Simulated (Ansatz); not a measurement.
`F[BH][SnH2][SiH3]` + H₂ → `[BH2][SnH2][SiH3]` + H–F at 400 K and 1 bar (hydrogenolysis of a B–F bond).

Program: Ansatz. Geometries: PBE0-D4/def2-TZVP. ΔE: electronic, gas phase. CBS: MP2 limit from def2 TZ/QZ plus the TZ coupled-cluster correction, frozen cores. This one scheme is used for every species. Elements past krypton have def2 core potentials. For Sn outer-core shells are correlated without core-valence functions, which leaves a few kJ/mol of doubt a bond. One conformer a species, not always the lowest.

```json
{"species": "`F[BH][SnH2][SiH3]`", "CCSD(T)/CBS energy (Eh)": "-631.31705", "H − E (kJ/mol)": "176.1", "S (J/(mol·K))": "426.7"}
{"species": "H₂", "CCSD(T)/CBS energy (Eh)": "-1.17544", "H − E (kJ/mol)": "38.0", "S (J/(mol·K))": "139.0"}
{"species": "`[BH2][SnH2][SiH3]`", "CCSD(T)/CBS energy (Eh)": "-532.05307", "H − E (kJ/mol)": "186.2", "S (J/(mol·K))": "398.8"}
{"species": "H–F", "CCSD(T)/CBS energy (Eh)": "-100.39570", "H − E (kJ/mol)": "36.5", "S (J/(mol·K))": "182.2"}
```

H − E and S are ideal-gas, rigid-rotor, harmonic terms from PBE0-D4/def2-TZVP, for one conformer and one mirror image of each species. The MP2-based limit puts H₂ 0.8 mEh under its directly extrapolated value; such offsets cancel only in part. 1 Eh = 2625.50 kJ/mol, R = 8.31446 J/(mol·K).

**Question.** By hand: ΔE, ΔH, ΔS and ΔG.

**Answer.** ΔE = (-532.05307) + (-100.39570) − (-631.31705) − (-1.17544) = 0.04372 Eh = 114.8 kJ/mol. Δ(H − E) = 186.2 + 36.5 − 176.1 − 38.0 = 8.6, so ΔH = 123.4 kJ/mol. ΔS = 398.8 + 182.2 − 426.7 − 139.0 = 15.3 J/(mol·K). ΔG = 123.4 − 400 × (15.3)/1000 = 117.3 kJ/mol.

**Question.** By hand: the equilibrium constant, and the temperature at which ΔG would vanish if ΔH and ΔS stayed fixed.

**Answer.** log₁₀ K = −ΔG/(RT ln 10) = -15.3. ΔG = 0 at ΔH/ΔS = 8065 K, far beyond where these terms or the molecules hold.

ΔH outweighs TΔS. A doubt of 5 kJ/mol in ΔE shifts log₁₀ K by 0.7 here. Other conformers and mirror images would add mixing entropy, several J/(mol·K) or more a flexible species. Modes under 60 cm⁻¹, often nearly free rotors, make the harmonic entropy too high. These are equilibria of isolated gas molecules and say nothing of rates. Largest T1 diagnostic: 0.014 (customary marks: 0.02 for closed shells, 0.045 for open ones).
